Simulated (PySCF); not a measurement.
Te(SMe)2 (C₂H₆S₂Te), SMILES CS[Te]SC. Atoms are numbered in the order given.

```xyz
11

Te     0.2249     0.8418     0.0000
S     -0.6901    -0.3489    -1.9100
C      0.5024    -1.7175    -2.1647
H      0.4520    -2.4432    -1.3416
H      0.1999    -2.2144    -3.0995
H      1.5286    -1.3407    -2.2720
S     -0.6901    -0.3489     1.9100
C      0.5024    -1.7175     2.1647
H      1.5286    -1.3407     2.2720
H      0.1999    -2.2144     3.0995
H      0.4520    -2.4432     1.3416
```
Charge 0, spin multiplicity 1.

Geometry optimised at B3LYP-D3(BJ)/def2-SVP. The def2 effective core potentials stand for the cores of Te; spin–orbit coupling is left out. The values are those of a single conformer.

Calculation: PBE/def2-TZVP in PySCF.

ESP charges are fitted to the potential on shells at 1.4 to 2.0 van der Waals radii. Atomic charges (e):

```tsv
atom	Mulliken	ESP fit
Te1	?	0.09
S2	?	-0.14
C3	?	-0.34
H4	?	0.13
H5	?	0.17
H6	?	0.12
S7	?	-0.14
C8	?	-0.34
H9	?	0.12
H10	?	0.17
H11	?	0.13
```

Question: What belongs in the gaps? (An estimate is asked for; the answer gives what the named calculation found.)

Answer: 
- Te1, Mulliken: 0.15
- S2, Mulliken: -0.17
- C3, Mulliken: -0.33
- H4, Mulliken: 0.14
- H5, Mulliken: 0.14
- H6, Mulliken: 0.15
- S7, Mulliken: -0.17
- C8, Mulliken: -0.33
- H9, Mulliken: 0.15
- H10, Mulliken: 0.14
- H11, Mulliken: 0.14

Question: Give the Mayer and Wiberg (Löwdin basis) orders of the bonds. (Estimate from the structure and the level; the computed values follow.)

Answer: 
```json
[
 {"bond": "Te1–S2", "Mayer": "1.17", "Wiberg": "1.53"},
 {"bond": "S2–C3", "Mayer": "1.04", "Wiberg": "1.52"},
 {"bond": "C3–H4", "Mayer": "0.95", "Wiberg": "0.94"},
 {"bond": "C3–H5", "Mayer": "0.94", "Wiberg": "0.93"},
 {"bond": "C3–H6", "Mayer": "0.96", "Wiberg": "0.94"},
 {"bond": "Te1–S7", "Mayer": "1.17", "Wiberg": "1.53"},
 {"bond": "S7–C8", "Mayer": "1.04", "Wiberg": "1.52"},
 {"bond": "C8–H9", "Mayer": "0.96", "Wiberg": "0.94"},
 {"bond": "C8–H10", "Mayer": "0.94", "Wiberg": "0.93"},
 {"bond": "C8–H11", "Mayer": "0.95", "Wiberg": "0.94"}
]
```
